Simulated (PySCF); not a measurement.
Compound: Si(CF3)4, C₄F₁₂Si.
Bonds: Si1–C2, Si1–C6, Si1–C10, Si1–C14, C2–F3, C2–F4, C2–F5, C6–F7, C6–F8, C6–F9, C10–F11, C10–F12, C10–F13, C14–F15, C14–F16, C14–F17.

Method: PBE0-D3(BJ)/def2-SVP geometry optimisation, gas phase in PySCF; density fitting, grid level 1; the optimiser is geomeTRIC in internal coordinates, started from a GFN2-xTB structure with every atom displaced at random (about 0.03 Å).

Step 3: E = -44559.1761 eV
```
atom  x, y, z in Å  |  force x, y, z in eV/Å
Si1     0.0098   -0.0043    0.0006   -0.091   0.068   0.009
C2     -0.0040   -0.0062    1.9292    0.068  -0.041  -0.069
F3     -1.2075   -0.3643    2.3839    0.016   0.041   0.039
F4      0.2804    1.2093    2.4027   -0.027   0.017   0.040
F5      0.8968   -0.8604    2.4215   -0.044  -0.001  -0.018
C6      1.8283   -0.0238   -0.6394    0.002  -0.137   0.090
F7      2.5816    0.8125    0.0769    0.040   0.071   0.025
F8      1.8932    0.3479   -1.9173    0.004   0.024  -0.060
F9      2.3615   -1.2454   -0.5323   -0.055   0.026  -0.041
C10    -0.8884    1.5848   -0.6293   -0.058   0.021  -0.121
F11    -1.9862    1.8225    0.0948    0.042  -0.027  -0.034
F12    -1.2596    1.4411   -1.9072   -0.002  -0.032   0.068
F13    -0.1041    2.6605   -0.5550    0.054   0.015   0.070
C14    -0.9405   -1.5528   -0.6464    0.293  -0.134  -0.055
F15    -0.6050   -2.6345    0.0680   -0.050   0.047  -0.043
F16    -0.6278   -1.7934   -1.9252   -0.041   0.013   0.054
F17    -2.2570   -1.3940   -0.5654   -0.151   0.030   0.046
```

Step 4: E = -44559.1809 eV
```
atom  x, y, z in Å  |  force x, y, z in eV/Å
Si1     0.0007    0.0032   -0.0008    0.007  -0.045   0.020
C2     -0.0035   -0.0048    1.9285   -0.018   0.002  -0.010
F3     -1.2072   -0.3524    2.3932    0.023   0.029   0.003
F4      0.2945    1.2052    2.4081   -0.011   0.020   0.008
F5      0.8907   -0.8696    2.4114   -0.007  -0.020  -0.027
C6      1.8216   -0.0257   -0.6351   -0.012   0.006   0.029
F7      2.5793    0.8054    0.0849    0.021   0.018   0.001
F8      1.8866    0.3550   -1.9128    0.007   0.011  -0.011
F9      2.3485   -1.2484   -0.5390   -0.032  -0.016  -0.018
C10    -0.8916    1.5908   -0.6379    0.004  -0.004  -0.057
F11    -1.9963    1.8246    0.0743    0.000   0.000  -0.013
F12    -1.2463    1.4539   -1.9194    0.004  -0.004   0.032
F13    -0.1028    2.6631   -0.5423    0.010  -0.002   0.028
C14    -0.9297   -1.5598   -0.6443   -0.003  -0.009  -0.028
F15    -0.5859   -2.6386    0.0639   -0.002  -0.011   0.006
F16    -0.6347   -1.7970   -1.9255   -0.010   0.018   0.013
F17    -2.2524   -1.4055   -0.5470    0.019   0.006   0.024
```

Step 5: E = -44559.1826 eV
```
atom  x, y, z in Å  |  force x, y, z in eV/Å
Si1    -0.0034    0.0042   -0.0001    0.036  -0.050   0.005
C2     -0.0051   -0.0023    1.9278   -0.058   0.043  -0.009
F3     -1.2098   -0.3390    2.3979    0.030   0.011   0.001
F4      0.3041    1.2054    2.4080    0.005  -0.021   0.000
F5      0.8833   -0.8769    2.4026    0.010  -0.010   0.008
C6      1.8173   -0.0243   -0.6325   -0.004   0.084  -0.012
F7      2.5815    0.7984    0.0922   -0.007  -0.034  -0.017
F8      1.8823    0.3679   -1.9082    0.003  -0.002   0.023
F9      2.3361   -1.2504   -0.5499    0.002  -0.033  -0.003
C10    -0.8917    1.5906   -0.6433    0.024  -0.023  -0.003
F11    -2.0049    1.8210    0.0558   -0.018   0.010   0.003
F12    -1.2295    1.4598   -1.9284    0.005   0.009  -0.010
F13    -0.1024    2.6614   -0.5289   -0.003   0.001   0.002
C14    -0.9238   -1.5650   -0.6410   -0.103   0.059   0.019
F15    -0.5698   -2.6444    0.0591    0.010  -0.027   0.003
F16    -0.6449   -1.7937   -1.9259   -0.007   0.000  -0.009
F17    -2.2480   -1.4134   -0.5249    0.075  -0.018  -0.001
```

Q: Estimate the geometry and energy of step 6. (The exact step hangs on the optimiser's Hessian estimate; all steps are aligned on step 5, rigid shifts and turns removed.)

A: E = -44559.1836 eV, largest force 0.157 eV/Å
```
atom  x, y, z in Å  |  force x, y, z in eV/Å
Si1    -0.0056    0.0025    0.0017    0.034  -0.031   0.000
C2     -0.0082    0.0025    1.9290   -0.053   0.052   0.030
F3     -1.2131   -0.3218    2.4059    0.008  -0.005  -0.015
F4      0.3139    1.2072    2.4083    0.008  -0.020  -0.025
F5      0.8738   -0.8800    2.4012    0.032  -0.021   0.015
C6      1.8141   -0.0209   -0.6315    0.013   0.097  -0.032
F7      2.5861    0.7872    0.1013   -0.029  -0.051  -0.022
F8      1.8780    0.3891   -1.9023   -0.004  -0.013   0.042
F9      2.3241   -1.2517   -0.5686    0.024  -0.034   0.001
C10    -0.8897    1.5871   -0.6489    0.025  -0.028   0.038
F11    -2.0143    1.8133    0.0333   -0.015   0.012   0.001
F12    -1.2055    1.4630   -1.9393    0.002   0.016  -0.030
F13    -0.1018    2.6571   -0.5136   -0.011   0.006  -0.015
C14    -0.9207   -1.5699   -0.6375   -0.140   0.054   0.047
F15    -0.5522   -2.6539    0.0475    0.023  -0.018   0.009
F16    -0.6632   -1.7865   -1.9279    0.006   0.002  -0.032
F17    -2.2442   -1.4248   -0.4981    0.077  -0.017  -0.012
```

The energy changes by -0.0010 eV. The first-order estimate −F·Δx gives -0.0020 eV and the mean of the old and new forces, exact on a quadratic surface, -0.0012 eV. The step makes an angle of 82° with the force vector and moves no atom by more than 0.029 Å.

What follows is the cost of the whole optimisation. Hardware: AMD EPYC 9R45, 2 threads, shared host with 96 logical CPUs at a one-minute load of 67. Cost: 3.8 min wall, 9.3 min CPU, 1.7 GiB resident at most.
